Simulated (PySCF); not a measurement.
C7H12SSi, SMILES CC(C)c1ccc([SiH3])s1, GFN2-xTB optimised geometry.

```
21

C     -2.06    -2.49    -1.26
C     -1.19    -2.49     0.00
C     -2.07    -2.48     1.25
C     -0.26    -1.32     0.00
C      1.10    -1.32     0.00
C      1.66    -0.03     0.00
C      0.73     0.97     0.00
Si     0.98     2.83     0.00
S     -0.87     0.30     0.00
H     -2.67    -1.59    -1.29
H     -1.43    -2.50    -2.15
H     -2.70    -3.36    -1.28
H     -0.58    -3.40     0.00
H     -1.45    -2.49     2.15
H     -2.72    -3.36     1.27
H     -2.69    -1.59     1.27
H      1.69    -2.22     0.00
H      2.72     0.17     0.00
H      0.37     3.40     1.20
H      0.36     3.40    -1.19
H      2.43     3.06    -0.01
```

Density from PBE0/def2-SVP (PySCF 2.14.0) at that geometry.

Minimum of the electron density along straight lines between bonded atoms, close to the bond critical point (lines longer than 1.1 times the sum of covalent radii, or with two minima, are not listed):

| bond | length / Å | ρ at the minimum / e bohr⁻³ | ∇²ρ there / e bohr⁻⁵ | position (fraction from the first atom) |
|---|---|---|---|---|
| C1–C2 | 1.530 | 0.242 | -0.55 | 0.50 |
| C2–C3 | 1.530 | 0.242 | -0.55 | 0.50 |
| C2–C4 | 1.495 | 0.257 | -0.61 | 0.48 |
| C4–C5 | 1.361 | 0.322 | -0.81 | 0.51 |
| C5–C6 | 1.410 | 0.297 | -0.74 | 0.50 |
| C6–C7 | 1.363 | 0.319 | -0.79 | 0.49 |
| C7–Si8 | 1.872 | 0.112 | 0.37 | 0.62 |
| C4–S9 | 1.733 | 0.211 | -0.43 | 0.47 |
| C7–S9 | 1.737 | 0.207 | -0.41 | 0.46 |
| C1–H10 | 1.088 | 0.276 | -1.01 | 0.62 |
| C1–H11 | 1.088 | 0.277 | -1.02 | 0.63 |
| C1–H12 | 1.088 | 0.276 | -1.01 | 0.62 |
| C2–H13 | 1.096 | 0.276 | -1.00 | 0.62 |
| C3–H14 | 1.088 | 0.277 | -1.02 | 0.63 |
| C3–H15 | 1.088 | 0.276 | -1.01 | 0.62 |
| C3–H16 | 1.088 | 0.276 | -1.01 | 0.62 |
| C5–H17 | 1.076 | 0.282 | -1.07 | 0.63 |
| C6–H18 | 1.076 | 0.284 | -1.09 | 0.63 |
| Si8–H19 | 1.465 | 0.117 | 0.32 | 0.49 |
| Si8–H20 | 1.465 | 0.117 | 0.32 | 0.49 |
| Si8–H21 | 1.463 | 0.117 | 0.33 | 0.49 |
